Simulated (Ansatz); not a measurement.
One change: `Cl[Si](Br)(Br)Br` becomes `Br[SiH](Br)Br`.

Ansatz, PBE0-D4/def2-TZVP geometries, multiplicity 1. 

Scalar relativity is left out up to krypton.

```tsv
property	`Cl[Si](Br)(Br)Br`
HOMO–LUMO gap (B3LYP/def2-TZVPP) / eV	6.72
LUMO energy (PBE/def2-TZVPP) / eV	-2.33
HOMO–LUMO gap (PBE/def2-TZVPP) / eV	5.07
HOMO–LUMO gap (ωB97M-V/def2-TZVPP) / eV	11.41
HOMO energy (PBE0/def2-TZVPP) / eV	-8.70
size of the dipole moment (PBE/def2-TZVPP) / D	0.10
```

(1) Give the same properties after the change, and the shifts. (Best estimate.)

Answers

(1) The calculation gave: 
```json
{"property": "HOMO–LUMO gap (B3LYP/def2-TZVPP) / eV", "`Br[SiH](Br)Br`": "6.99", "shift": "0.27"}
{"property": "LUMO energy (PBE/def2-TZVPP) / eV", "`Br[SiH](Br)Br`": "-1.95", "shift": "0.38"}
{"property": "HOMO–LUMO gap (PBE/def2-TZVPP) / eV", "`Br[SiH](Br)Br`": "5.36", "shift": "0.29"}
{"property": "HOMO–LUMO gap (ωB97M-V/def2-TZVPP) / eV", "`Br[SiH](Br)Br`": "11.64", "shift": "0.23"}
{"property": "HOMO energy (PBE0/def2-TZVPP) / eV", "`Br[SiH](Br)Br`": "-8.59", "shift": "0.11"}
{"property": "size of the dipole moment (PBE/def2-TZVPP) / D", "`Br[SiH](Br)Br`": "0.56", "shift": "0.46"}
```

With PBE0 the HOMO rises by 0.11 eV and the LUMO rises by 0.38 eV, so the gap widens by about 0.27 eV. PBE moves the HOMO by 0.10 eV and ωB97M-V by 0.12 eV. Dipoles are sizes alone; their direction can turn.

B3LYP here is the variant with VWN-RPA as its local correlation; programs differ in this.

Spin–orbit coupling is left out; it splits and shifts lone-pair levels of the heavy atoms by tenths of an eV.
